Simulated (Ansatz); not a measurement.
Two members of one family (Series SiH2X2), computed with Ansatz in the gas phase. The two geometries come from different levels. Binding counts from free atoms in the multiplicity of their measured ground term, without zero-point energy. The structures are stationary points that may keep the symmetry of their start.

First: Si(SH)2H2 (singlet, charge 0, r2SCAN-D4/def2-TZVP geometry).

```xyz
7

Si    0.3591    0.0236    0.4985
S     0.5819   -1.4601   -1.0220
H     0.7451   -0.5682   -2.0144
S    -1.2181    1.4175    0.1394
H    -2.1704    0.4739    0.0378
H     1.5537    0.8882    0.6340
H     0.1487   -0.7749    1.7266
```

```
               level  HOMO (eV)  LUMO (eV)  gap (eV)  binding per atom (eV)
     PBE-D4/def2-SVP      -6.12      -0.50      5.62                   3.00
r2SCAN-D4/def2-TZVPD      -6.59      -0.89      5.70                   3.05
    PBE0-D4/def2-SVP      -7.38       0.45      7.83                   2.97
r2SCAN0-D4/def2-TZVP      -7.67       0.06      7.73                   3.01
   ωB97M-V/def2-TZVP      -9.63       1.84     11.47                   3.06
```

Second: Si(CN)2H2 (singlet, charge 0, r2SCAN-D4/def2-SVP geometry).

```tsv
atom	x (Å)	y (Å)	z (Å)
Si1	0.432	0.388	-0.078
C2	0.092	-1.098	-1.125
N3	-0.110	-2.028	-1.795
C4	-0.844	0.420	1.261
N5	-1.641	0.456	2.110
H6	0.296	1.609	-0.907
H7	1.775	0.254	0.534
```

Estimate the same table for the second.


| level | HOMO (eV) | LUMO (eV) | gap (eV) | binding per atom (eV) |
| --- | --- | --- | --- | --- |
| PBE-D4/def2-SVP | -8.79 | -2.45 | 6.33 | 4.75 |
| r2SCAN-D4/def2-TZVPD | -9.25 | -2.56 | 6.69 | 4.52 |
| PBE0-D4/def2-SVP | -10.18 | -1.53 | 8.65 | 4.56 |
| r2SCAN0-D4/def2-TZVP | -10.47 | -1.64 | 8.83 | 4.37 |
| ωB97M-V/def2-TZVP | -12.52 | 0.40 | 12.92 | 4.57 |
